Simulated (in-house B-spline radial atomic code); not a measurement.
Relativistic effects in Zn3+, [Ar] 3d9: non-relativistic Hartree-Fock (point nucleus) against Dirac-Hartree-Fock (Fermi nucleus of rms radius 3.9283 fm), both averages of the configuration, computed with a B-spline radial code for spherical atoms.

```json
{"orbital": "1s1/2", "ε NR (Eh)": "-354.88", "ε Dirac (Eh)": "-359.32", "<r> NR (bohr)": "0.05109", "<r> Dirac (bohr)": "0.05028", "change of <r> (%)": "-1.6"}
{"orbital": "2s1/2", "ε NR (Eh)": "-45.942", "ε Dirac (Eh)": "-46.929", "<r> NR (bohr)": "0.2288", "<r> Dirac (bohr)": "0.225", "change of <r> (%)": "-1.7"}
{"orbital": "2p1/2", "ε NR (Eh)": "-40.506", "ε Dirac (Eh)": "?", "<r> NR (bohr)": "0.1995", "<r> Dirac (bohr)": "?", "change of <r> (%)": "?"}
{"orbital": "2p3/2", "ε NR (Eh)": "-40.506", "ε Dirac (Eh)": "-40.436", "<r> NR (bohr)": "0.1995", "<r> Dirac (bohr)": "0.1991", "change of <r> (%)": "-0.2"}
{"orbital": "3s1/2", "ε NR (Eh)": "-7.1704", "ε Dirac (Eh)": "-7.3392", "<r> NR (bohr)": "0.6866", "<r> Dirac (bohr)": "0.6769", "change of <r> (%)": "-1.4"}
{"orbital": "3p1/2", "ε NR (Eh)": "-5.364", "ε Dirac (Eh)": "-5.4894", "<r> NR (bohr)": "0.7109", "<r> Dirac (bohr)": "0.7003", "change of <r> (%)": "-1.5"}
{"orbital": "3p3/2", "ε NR (Eh)": "-5.364", "ε Dirac (Eh)": "-5.3675", "<r> NR (bohr)": "0.7109", "<r> Dirac (bohr)": "0.7097", "change of <r> (%)": "-0.2"}
{"orbital": "3d3/2", "ε NR (Eh)": "-2.3242", "ε Dirac (Eh)": "?", "<r> NR (bohr)": "0.8065", "<r> Dirac (bohr)": "?", "change of <r> (%)": "?"}
{"orbital": "3d5/2", "ε NR (Eh)": "-2.3242", "ε Dirac (Eh)": "-2.3012", "<r> NR (bohr)": "0.8065", "<r> Dirac (bohr)": "0.8116", "change of <r> (%)": "+0.6"}
```

Q: What happens to 2p1/2?

A: Its energy goes to -41.324 hartree and <r> to 0.1958 bohr (-1.87 %).

Q: What happens to 3d3/2?

A: Its energy goes to -2.3173 hartree and <r> to 0.8067 bohr (+0.03 %).

Q: What explains the pattern of contraction and expansion?

A: Expansion is seen in 3d5/2. The s and p1/2 orbitals contract directly, screen the nucleus better, and so push out orbitals that have little density near the nucleus; spin-orbit coupling adds to this for j = l + 1/2 and opposes it for j = l - 1/2.

Q: By how much does the total energy change?

A: By -16.761 hartree, from -1775.582 to -1792.342.
